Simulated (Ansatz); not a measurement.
C2H7FSi2, SMILES `C=C[SiH2][SiH2]F` at its PBE0-D4/def2-TZVP geometry, where that method's forces vanish. Total charge 0; spin multiplicity 1.

```json
{"atom": "C1", "x (Å)": "-1.557", "y (Å)": "1.716", "z (Å)": "-0.090"}
{"atom": "C2", "x (Å)": "-0.639", "y (Å)": "1.063", "z (Å)": "0.617"}
{"atom": "Si3", "x (Å)": "-0.358", "y (Å)": "-0.773", "z (Å)": "0.487"}
{"atom": "Si4", "x (Å)": "1.703", "y (Å)": "-1.119", "z (Å)": "-0.579"}
{"atom": "F5", "x (Å)": "2.085", "y (Å)": "-2.682", "z (Å)": "-0.595"}
{"atom": "H6", "x (Å)": "-1.686", "y (Å)": "2.792", "z (Å)": "-0.015"}
{"atom": "H7", "x (Å)": "-2.227", "y (Å)": "1.201", "z (Å)": "-0.774"}
{"atom": "H8", "x (Å)": "0.000", "y (Å)": "1.639", "z (Å)": "1.286"}
{"atom": "H9", "x (Å)": "-0.322", "y (Å)": "-1.404", "z (Å)": "1.836"}
{"atom": "H10", "x (Å)": "-1.457", "y (Å)": "-1.382", "z (Å)": "-0.311"}
{"atom": "H11", "x (Å)": "1.661", "y (Å)": "-0.652", "z (Å)": "-1.990"}
{"atom": "H12", "x (Å)": "2.798", "y (Å)": "-0.398", "z (Å)": "0.126"}
```

**Question.** For each bond, give half the difference of the two atoms' forces along it (eV/Å; positive pushes the atoms apart) under PBE-D4, r2SCAN-D4, B3LYP-D4, ωB97M-V in def2-TZVPP. (Estimate.)

**Answer.** Ansatz gave: 
```csv
bond,length (Å),PBE-D4,r2SCAN-D4,B3LYP-D4,ωB97M-V
C1–C2,1.331,0.38,0.22,0.12,0.01
C1–H6,1.086,0.01,-0.07,-0.09,-0.06
C1–H7,1.086,0.02,-0.06,-0.07,-0.04
C2–Si3,1.862,-0.12,-0.06,0.06,0.12
C2–H8,1.089,0.05,-0.03,-0.08,-0.07
Si3–Si4,2.346,-0.15,0.01,0.05,-0.02
Si3–H9,1.489,0.08,-0.01,-0.10,-0.13
Si3–H10,1.488,0.10,-0.01,-0.08,-0.12
Si4–F5,1.608,0.52,0.03,0.22,0.20
Si4–H11,1.487,0.04,-0.02,-0.11,-0.15
Si4–H12,1.488,0.04,-0.02,-0.10,-0.14
```

B3LYP here is the variant with VWN-RPA as its local correlation; programs differ in this.
